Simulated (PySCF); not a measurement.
## Group charges in `C#CC[P@](=O)(C=C)CCC`

C8H13OP.
SMILES with atom numbers: `[CH:1]#[C:2][CH2:3][P@:4](=[O:5])([CH:6]=[CH2:7])[CH2:8][CH2:9][CH3:10]` (hydrogens: H11 on C1; H12, H13 on C3; H14 on C6; H15, H16 on C7; H17, H18 on C8; H19, H20 on C9; H21, H22, H23 on C10)

Geometry (GFN2-xTB, Å), atoms numbered from 1 in this order:
```
atom  x, y, z in Å
C1     2.572   -1.817   -0.508
C2     2.115   -0.760   -0.838
C3     1.532    0.505   -1.191
P4     0.296    1.089    0.060
O5    -0.369    2.332   -0.347
C6     1.261    1.203    1.593
C7     1.287    2.348    2.250
C8    -0.844   -0.331    0.332
C9    -1.693   -0.554   -0.914
C10   -2.767   -1.610   -0.685
H11    2.987   -2.741   -0.235
H12    2.296    1.287   -1.258
H13    1.013    0.450   -2.154
H14    1.799    0.323    1.915
H15    0.732    3.193    1.871
H16    1.842    2.493    3.164
H17   -1.480   -0.061    1.180
H18   -0.274   -1.224    0.590
H19   -1.049   -0.869   -1.739
H20   -2.156    0.395   -1.194
H21   -2.314   -2.561   -0.411
H22   -3.438   -1.307    0.116
H23   -3.354   -1.757   -1.588
```

Atomic charges (e) from the PBE0/pcSseg-1 density (PySCF):

```json
{"atom": "C1", "Mulliken": "-0.3639", "IAO": "-0.2572", "Hirshfeld": "-0.1155", "ESP-fitted": "-0.5641"}
{"atom": "C2", "Mulliken": "+0.1429", "IAO": "-0.0316", "Hirshfeld": "-0.0368", "ESP-fitted": "+0.2499"}
{"atom": "C3", "Mulliken": "-0.3276", "IAO": "-0.5283", "Hirshfeld": "-0.0971", "ESP-fitted": "-0.6606"}
{"atom": "P4", "Mulliken": "+0.8994", "IAO": "+1.5297", "Hirshfeld": "+0.4394", "ESP-fitted": "+0.9064"}
{"atom": "O5", "Mulliken": "-0.6042", "IAO": "-0.9246", "Hirshfeld": "-0.3942", "ESP-fitted": "-0.6312"}
{"atom": "C6", "Mulliken": "-0.4386", "IAO": "-0.4293", "Hirshfeld": "-0.1004", "ESP-fitted": "-0.3307"}
{"atom": "C7", "Mulliken": "-0.1024", "IAO": "-0.2639", "Hirshfeld": "-0.0672", "ESP-fitted": "-0.2708"}
{"atom": "C8", "Mulliken": "-0.4380", "IAO": "-0.5089", "Hirshfeld": "-0.1128", "ESP-fitted": "-0.4606"}
{"atom": "C9", "Mulliken": "-0.3060", "IAO": "-0.2483", "Hirshfeld": "-0.0641", "ESP-fitted": "+0.3776"}
{"atom": "C10", "Mulliken": "-0.2417", "IAO": "-0.4140", "Hirshfeld": "-0.1140", "ESP-fitted": "-0.4207"}
{"atom": "H11", "Mulliken": "+0.0440", "IAO": "+0.2026", "Hirshfeld": "+0.0924", "ESP-fitted": "+0.3365"}
{"atom": "H12", "Mulliken": "+0.1944", "IAO": "+0.1906", "Hirshfeld": "+0.0672", "ESP-fitted": "+0.2509"}
{"atom": "H13", "Mulliken": "+0.1917", "IAO": "+0.1857", "Hirshfeld": "+0.0665", "ESP-fitted": "+0.2244"}
{"atom": "H14", "Mulliken": "+0.1452", "IAO": "+0.1639", "Hirshfeld": "+0.0450", "ESP-fitted": "+0.1736"}
{"atom": "H15", "Mulliken": "+0.1454", "IAO": "+0.1700", "Hirshfeld": "+0.0513", "ESP-fitted": "+0.1733"}
{"atom": "H16", "Mulliken": "+0.1278", "IAO": "+0.1584", "Hirshfeld": "+0.0568", "ESP-fitted": "+0.1648"}
{"atom": "H17", "Mulliken": "+0.1598", "IAO": "+0.1555", "Hirshfeld": "+0.0482", "ESP-fitted": "+0.1336"}
{"atom": "H18", "Mulliken": "+0.1575", "IAO": "+0.1535", "Hirshfeld": "+0.0375", "ESP-fitted": "+0.1215"}
{"atom": "H19", "Mulliken": "+0.1281", "IAO": "+0.1282", "Hirshfeld": "+0.0356", "ESP-fitted": "-0.0376"}
{"atom": "H20", "Mulliken": "+0.1482", "IAO": "+0.1491", "Hirshfeld": "+0.0399", "ESP-fitted": "-0.0322"}
{"atom": "H21", "Mulliken": "+0.1073", "IAO": "+0.1362", "Hirshfeld": "+0.0389", "ESP-fitted": "+0.1005"}
{"atom": "H22", "Mulliken": "+0.1120", "IAO": "+0.1383", "Hirshfeld": "+0.0411", "ESP-fitted": "+0.1061"}
{"atom": "H23", "Mulliken": "+0.1189", "IAO": "+0.1440", "Hirshfeld": "+0.0435", "ESP-fitted": "+0.0894"}
```

**Question.** Cut each of the bonds C1–C2, C2–C3, C3–P4, C6–P4, C7–C6, C8–P4, C9–C8 and C10–C9 in turn and sum the charges on the side of the atom named first.

**Answer.** In e; the other side holds the opposite charge:

| bond cut | piece | atoms | Mulliken | IAO | Hirshfeld | ESP-fitted |
| --- | --- | --- | --- | --- | --- | --- |
| C1–C2 | CH | 2 | -0.320 | -0.055 | -0.023 | -0.228 |
| C2–C3 | C2H | 3 | -0.177 | -0.086 | -0.060 | +0.022 |
| C3–P4 | C3H3 | 6 | -0.118 | -0.238 | -0.023 | -0.163 |
| C6–P4 | C2H3 | 5 | -0.123 | -0.201 | -0.014 | -0.090 |
| C7–C6 | CH2 | 3 | +0.171 | +0.065 | +0.041 | +0.067 |
| C8–P4 | C3H7 | 10 | -0.054 | -0.166 | -0.006 | -0.022 |
| C9–C8 | C2H5 | 7 | +0.067 | +0.033 | +0.021 | +0.183 |
| C10–C9 | CH3 | 4 | +0.097 | +0.005 | +0.009 | -0.125 |

Extremes among these pieces. Mulliken: lowest CH at C1, highest CH2 at C7; IAO: lowest C3H3 at C3, highest CH2 at C7; Hirshfeld: lowest C2H at C2, highest CH2 at C7; ESP-fitted: lowest CH at C1, highest C2H5 at C9.

**Question.** Do the schemes agree better on the pieces than on the single atoms at the cuts?

**Answer.** The spread between schemes averages 0.196 e for the pieces and 0.403 e for the atoms named first; it is smaller for the piece at 8 of the 8 cuts. On average they agree better on the pieces. The sign differs between schemes (beyond ±0.03 e) for CH3 at C10.

Isolated species at its GFN2-xTB geometry (one conformer only).
